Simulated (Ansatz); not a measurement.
Reactions of C₂H₃F₂NSi, SMILES `C[Si](F)(F)C#N`.

Computed with Ansatz on PBE0-D4/def2-TZVP structures; ΔE is electronic, products minus reactants. CBS: MP2 limit from def2 TZ/QZ plus the TZ coupled-cluster correction, frozen cores. This one scheme is used for every species. DFT in def2-TZVPP. def2 core potentials past Kr. For Sn outer-core shells are correlated without core-valence functions, which leaves a few kJ/mol of doubt a bond. Each species was taken in one conformer, which may not be the lowest.

| reaction | CCSD(T)/CBS(def2) (eV) |
| --- | --- |
| `C[Si](F)(F)C#N` + `C#C[SiH3]` → `C#C[SiH2]C#N` + `C[SiH](F)F` | ? |
| `C[Si](F)(F)C#N` + `[SiH3]SS` → `CSS[SiH3]` + `N#C[SiH](F)F` | 0.60 |
| `C[Si](F)(F)C#N` + `[BH2][AlH][OH]` → `[BH2][AlH][O]C` + `N#C[SiH](F)F` | 1.32 |
| `C[Si](F)(F)C#N` + `[SnH4]` → `C[Si](F)(F)[SnH3]` + `C#N` | 0.24 |
| `C[Si](F)(F)C#N` + H₂O → `N#CO` + `C[SiH](F)F` | 1.38 |

Fill in the missing values. (Best estimate.)

Computed: `C[Si](F)(F)C#N` + `C#C[SiH3]` → `C#C[SiH2]C#N` + `C[SiH](F)F`: +0.01 eV.

Largest T1 diagnostic: 0.014, for `N#CO`.
